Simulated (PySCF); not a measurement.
BiBrH6Si2, SMILES [SiH3][Bi]([SiH3])[Br].

Geometry optimised at B3LYP-D3(BJ)/def2-SVP. The def2 effective core potentials stand for the cores of Bi; spin–orbit coupling is left out.

Calculation: PySCF 2.14.0 with B3LYP-D3(BJ)/def2-SVP.

Frequencies are harmonic and unscaled.

```tsv
mode	ν (cm⁻¹)	IR (km/mol)	Raman (Å⁴/amu)	depolarisation	moving atoms (share of kinetic energy)
1	63	0.1	3.7	0.74	Si 53 %, H 21 %, Br 18 %, Bi 8 %
2	63	0.4	4.4	0.75	Si 50 %, Br 27 %, H 16 %
3	85	0.0	0.3	0.75	H 96 %
4	87	0.7	3.8	0.54	Si 50 %, H 27 %, Bi 16 %
5	118	0.1	1.0	0.74	H 81 %, Si 17 %
6	207	11.8	8.0	0.36	Br 73 %, Bi 26 %
7	270	1.3	40.1	0.09	Si 78 %, Bi 12 %, H 9 %
8	271	0.0	18.5	0.75	Si 78 %, Bi 13 %, H 9 %
9	457	2.1	3.3	0.75	H 92 %
10	477	9.7	13.9	0.75	H 89 %, Si 10 %
11	485	1.3	9.0	0.75	H 90 %, Si 10 %
12	519	0.5	21.3	0.75	H 89 %, Si 10 %
13	832	517.2	1.8	0.75	H 92 %, Si 8 %
14	870	294.0	0.7	0.59	H 91 %, Si 9 %
15	936	51.9	10.1	0.75	H 97 %
16	940	0.0	29.1	0.75	H 97 %
17	940	34.1	36.5	0.73	H 97 %
18	943	65.3	10.5	0.73	H 97 %
19	2194	65.1	55.0	0.75	H 98 %
20	2198	136.9	458.3	0.08	H 98 %
21	2224	66.8	60.5	0.75	H 97 %
22	2225	66.7	262.4	0.31	H 97 %
23	2237	46.3	9.2	0.75	H 96 %
24	2242	81.5	154.9	0.73	H 96 %
```
